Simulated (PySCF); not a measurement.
Spin-rotation constants: SMILES C=C/C(=N\N=C)C(C)C, C7H12N2

Cartesian coordinates in Å; atom numbers follow the order of the lines, from 1:
```xyz
21

C     0.6914    2.4655    0.6158
C     1.0570    1.3088    0.0714
C     0.3024    0.0645    0.0766
N     0.8030   -1.0241   -0.3656
N     1.8670   -1.2771   -1.0120
C     2.9757   -1.7517   -0.6391
C    -1.1216    0.0213    0.5757
C    -1.5626   -1.4071    0.8821
C    -2.0454    0.6488   -0.4737
H    -0.2383    2.5956    1.1420
H     1.3270    3.3327    0.5562
H     2.0143    1.2401   -0.4343
H     3.2626   -1.8869    0.4014
H     3.6756   -2.0409   -1.4043
H    -1.1802    0.6117    1.4960
H    -2.5790   -1.4112    1.2689
H    -0.9065   -1.8586    1.6218
H    -1.5280   -2.0125   -0.0193
H    -1.7474    1.6710   -0.6930
H    -3.0730    0.6545   -0.1168
H    -2.0028    0.0727   -1.3954
```

Theory: GIAO PBE0/pcSseg-1 magnetisability, rotational g tensor and spin-rotation constants, non-relativistic, gas phase (PySCF). Geometry: GFN2-xTB.

(1) Give the nuclear spin-rotation constants along the inertial axes (H = +C I·J) beside the isotropic shieldings.

Results:

(1) Rotational constants 2.0877, 1.2322, 0.8729 GHz. A star marks the isotopologue with that one atom substituted, in its own axes.
| atom | isotope | Caa (kHz) | Cbb (kHz) | Ccc (kHz) | mean (kHz) | σ (ppm) |
| --- | --- | --- | --- | --- | --- | --- |
| N4 | 14N | 0.612 | 0.229 | 0.083 | 0.308 | -109.1 |
| N5 | 14N | 0.697 | 0.099 | 0.175 | 0.324 | -141.1 |
| H10 | 1H | 0.129 | -0.105 | -0.087 | -0.021 | 26.0 |
| H11 | 1H | -0.213 | 0.116 | -0.100 | -0.065 | 26.0 |
| H12 | 1H | 0.110 | -0.076 | -0.088 | -0.018 | 25.4 |
| H13 | 1H | -0.179 | -0.136 | 0.070 | -0.081 | 25.5 |
| H14 | 1H | 0.099 | -0.132 | -0.049 | -0.027 | 25.6 |
| H15 | 1H | -0.121 | -0.098 | -0.029 | -0.082 | 29.0 |
| H16 | 1H | -0.007 | -0.103 | -0.099 | -0.070 | 30.8 |
| H17 | 1H | -0.147 | -0.130 | -0.019 | -0.098 | 30.7 |
| H18 | 1H | -0.181 | -0.074 | -0.036 | -0.097 | 30.2 |
| H19 | 1H | -0.209 | 0.015 | -0.089 | -0.094 | 30.2 |
| H20 | 1H | 0.004 | -0.110 | -0.098 | -0.068 | 30.6 |
| H21 | 1H | -0.175 | -0.106 | -0.029 | -0.103 | 30.9 |
| C1 | 13C* | 0.704 | 0.523 | 0.126 | 0.451 | 62.1 |
| C2 | 13C* | 0.800 | 0.523 | 0.126 | 0.483 | 53.3 |
| C3 | 13C* | 0.804 | 0.491 | 0.165 | 0.487 | 49.3 |
| C6 | 13C* | 0.703 | 0.209 | 0.307 | 0.406 | 72.2 |
| C7 | 13C* | 0.348 | 0.211 | 0.133 | 0.231 | 154.7 |
| C8 | 13C* | 0.316 | 0.175 | 0.129 | 0.206 | 165.4 |

For the geometry as given, no vibrational averaging.
